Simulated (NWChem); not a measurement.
System: SiH4O4; SMILES O[Si](O)(O)O

NWChem printed, in part:

```
             Northwest Computational Chemistry Package (NWChem) 7.3.0
             --------------------------------------------------------

                             Geometry "geometry" -> ""
                             -------------------------

 Output coordinates in angstroms (scale by  1.889725989 to convert to a.u.)

  No.       Tag          Charge          X              Y              Z
 ---- ---------------- ---------- -------------- -------------- --------------
    1 O                    8.0000    -0.26492700    -1.37916900     0.86702100
    2 Si                  14.0000     0.00000000     0.00000000     0.00000000
    3 O                    8.0000     1.37916900    -0.26492700    -0.86702100
    4 O                    8.0000    -1.37916900     0.26492700    -0.86702100
    5 O                    8.0000     0.26492700     1.37916900     0.86702100
    6 H                    1.0000     0.54202100    -1.83296700     1.14863500
    7 H                    1.0000     1.83296700     0.54202100    -1.14863500
    8 H                    1.0000    -1.83296700    -0.54202100    -1.14863500
    9 H                    1.0000    -0.54202100     1.83296700     1.14863500

 Effective nuclear repulsion energy (a.u.)     267.1879153885

  xc_inp: hfexch multiplicative factor not found.
                              NWChem Property Module
                              ----------------------

  itol2e modified to match energy
  convergence criterion.

                                 NWChem DFT Module
                                 -----------------

 Summary of "ao basis" -> "ao basis" (spherical)
 ------------------------------------------------------------------------------
       Tag                 Description            Shells   Functions and Types
 ---------------- ------------------------------  ------  ---------------------
 O                           sto-3g                  3        5   2s1p
 Si                          sto-3g                  5        9   3s2p
 H                           sto-3g                  1        1   1s

  itol2e modified to match energy
  convergence criterion.

            General Information
            -------------------
          SCF calculation type: DFT
          Wavefunction type:  closed shell.
          No. of atoms     :     9
          No. of electrons :    50
           Alpha electrons :    25
            Beta electrons :    25
          Charge           :     0
          Spin multiplicity:     1
          Use of symmetry is: off; symmetry adaption is: off
          Maximum number of iterations: 150
          AO basis - number of functions:    33
                     number of shells:    21
          Convergence on energy requested:  1.00D-07
          Convergence on density requested:  1.00D-05
          Convergence on gradient requested:  5.00D-04

              XC Information
              --------------
                     Hartree-Fock (Exact) Exchange  1.000

      Superposition of Atomic Density Guess
      -------------------------------------

 Sum of atomic energies:        -582.42845503

      Non-variational initial energy
      ------------------------------

 Total energy =    -582.680386
 1-e energy   =   -1346.833509
 2-e energy   =     496.965208
 HOMO         =      -0.251760
 LUMO         =       0.344356

   convergence    iter        energy       DeltaE   RMS-Dens  Diis-err
 ---------------- ----- ----------------- --------- --------- ---------
 d= 0,ls=0.0,diis     1   -583.2277810328 -8.50D+02  3.03D-02  7.79D-01
 d= 0,ls=0.0,diis     2   -583.3682015268 -1.40D-01  4.46D-03  2.31D-02
 d= 0,ls=0.0,diis     3   -583.3720692253 -3.87D-03  1.43D-03  9.01D-04
 d= 0,ls=0.0,diis     4   -583.3723136428 -2.44D-04  2.15D-04  1.43D-05
 d= 0,ls=0.0,diis     5   -583.3723186160 -4.97D-06  6.09D-05  7.36D-07
 d= 0,ls=0.0,diis     6   -583.3723188969 -2.81D-07  4.94D-06  5.95D-09
 d= 0,ls=0.0,diis     7   -583.3723188991 -2.21D-09  1.16D-06  2.53D-10

         Total DFT energy =     -583.372318899091
      One electron energy =    -1345.649134493953
           Coulomb energy =      550.785770949512
    Exchange-Corr. energy =      -55.696870743163
 Nuclear repulsion energy =      267.187915388513

 Numeric. integr. density =        0.000000000000

                       DFT Final Molecular Orbital Analysis
                       ------------------------------------

 Vector   23  Occ=2.000000D+00  E=-3.605618D-01
              MO Center=  9.4D-13,  3.7D-13, -2.3D-01, r^2= 3.2D+00
   Bfn.  Coefficient  Atom+Function         Bfn.  Coefficient  Atom+Function
  ----- ------------  ---------------      ----- ------------  ---------------
    17      0.448797  3 O  px                22      0.448797  4 O  px
     4      0.293136  1 O  py                28      0.293136  5 O  py
     5      0.279788  1 O  pz                29     -0.279788  5 O  pz
    19      0.234389  3 O  pz                24     -0.234389  4 O  pz
    18     -0.233132  3 O  py                23     -0.233132  4 O  py

 Vector   24  Occ=2.000000D+00  E=-3.605618D-01
              MO Center= -2.3D-13,  6.0D-13,  2.3D-01, r^2= 3.2D+00
   Bfn.  Coefficient  Atom+Function         Bfn.  Coefficient  Atom+Function
  ----- ------------  ---------------      ----- ------------  ---------------
     4      0.448797  1 O  py                28      0.448797  5 O  py
    17     -0.293136  3 O  px                22     -0.293136  4 O  px
    19     -0.279788  3 O  pz                24      0.279788  4 O  pz
     5      0.234389  1 O  pz                29     -0.234389  5 O  pz
     3      0.233132  1 O  px                27      0.233132  5 O  px

 Vector   25  Occ=2.000000D+00  E=-3.506416D-01
              MO Center= -2.2D-13,  6.3D-14,  1.0D-13, r^2= 3.3D+00
   Bfn.  Coefficient  Atom+Function         Bfn.  Coefficient  Atom+Function
  ----- ------------  ---------------      ----- ------------  ---------------
     5      0.432925  1 O  pz                19      0.432925  3 O  pz
    24      0.432925  4 O  pz                29      0.432925  5 O  pz
     3     -0.232410  1 O  px                18      0.232410  3 O  py
    23     -0.232410  4 O  py                27      0.232410  5 O  px
    14     -0.084521  2 Si pz                 4     -0.076686  1 O  py

[...]

          -----------------------------------------
          Chemical Shielding Tensors (GIAO, in ppm)
          -----------------------------------------

                                NWChem CPHF Module
                                ------------------

  scftype          =     RHF
  nclosed          =       25
  nopen            =        0
  variables        =      200
  # of vectors     =        3
  tolerance        = 0.10D-03
  level shift      = 0.00D+00
  max iterations   =       50
  max subspace     =       30

 SCF residual:    4.0620688745712102E-006

Iterative solution of linear equations
  No. of variables      200
  No. of equations        3
  Maximum subspace       30
        Iterations       50
       Convergence  1.0D-04

   iter   nsub   residual    time
   ----  ------  --------  ---------
     1      3    9.54D-01       1.6
     2      6    1.07D-01       1.7
     3      9    1.44D-02       1.8
     4     12    3.37D-03       1.9
     5     15    8.34D-04       2.0
     6     18    1.90D-04       2.1
     7     21    3.40D-05       2.2

      Atom:    1  O
        Diamagnetic
    378.0874     -3.6636      2.5393
     -3.6636    391.0413    -19.8691
      2.5393    -19.8691    371.4908

        Paramagnetic
    141.4289    -21.4717     11.3643
    -21.4717     -7.4842     50.5939
     11.3643     50.5939     48.7053

        Total Shielding Tensor
    519.5163    -25.1354     13.9036
    -25.1354    383.5571     30.7249
     13.9036     30.7249    420.1961

           isotropic =     441.0898
          anisotropy =     125.4434

          Principal Components and Axis System
                 1           2           3
              524.7188    437.6473    360.9035

      1         0.9840      0.0035      0.1782
      2        -0.1567      0.4927      0.8560
      3         0.0848      0.8702     -0.4853

      Atom:    2  Si
        Diamagnetic
    865.6570     -0.0000      0.0000
     -0.0000    865.6570     -0.0000
      0.0000     -0.0000    863.5277

        Paramagnetic
   -299.3836      0.0000      0.0000
      0.0000   -299.3836      0.0000
      0.0000      0.0000   -284.8065

        Total Shielding Tensor
    566.2734      0.0000      0.0000
      0.0000    566.2734      0.0000
      0.0000      0.0000    578.7211

           isotropic =     570.4226
          anisotropy =      12.4478

          Principal Components and Axis System
                 1           2           3
              578.7211    566.2734    566.2734

      1         0.0000      0.9920     -0.1261
      2         0.0000      0.1261      0.9920
      3         1.0000     -0.0000     -0.0000

      Atom:    3  H
        Diamagnetic
     33.5422     -8.4590      5.1978
     -8.4590     32.4042     -7.6277
      5.1978     -7.6277     25.3921

        Paramagnetic
      6.5918      0.7706     -0.7246
      0.7706      3.3431      1.4744
     -0.7246      1.4744      4.9662

        Total Shielding Tensor
     40.1340     -7.6884      4.4732
     -7.6884     35.7473     -6.1532
      4.4732     -6.1532     30.3583

           isotropic =      35.4132
          anisotropy =      20.1428

          Principal Components and Axis System
                 1           2           3
               48.8417     31.0894     26.3085

      1         0.7144      0.6973      0.0580
      2        -0.5936      0.5601      0.5779
      3         0.3705     -0.4473      0.8140
```

Level: Hartree-Fock/STO-3G, GIAO. STO-3G and 3-21G are far too small for this property and stand as cheap habits. Structure relaxed at the B3LYP/6-31G* (spherical d) level. The output numbers the shielded atoms by their place in the input's list. The printed shielding anisotropy is the first printed principal value minus the mean of the other two.

### Question
Write an input that gives this output.

### Answer
Several could match; the one computed here: the input that was run:
```
start job
memory heap 200 mb stack 900 mb global 1100 mb
geometry units angstroms noautosym nocenter noautoz
  O     -0.264927    -1.379169     0.867021
  Si     0.000000     0.000000     0.000000
  O      1.379169    -0.264927    -0.867021
  O     -1.379169     0.264927    -0.867021
  O      0.264927     1.379169     0.867021
  H      0.542021    -1.832967     1.148635
  H      1.832967     0.542021    -1.148635
  H     -1.832967    -0.542021    -1.148635
  H     -0.542021     1.832967     1.148635
end
basis spherical
  * library sto-3g
end
dft
  xc hfexch
  iterations 150
end
property
  shielding 3 1 2 6
end
task dft property
```
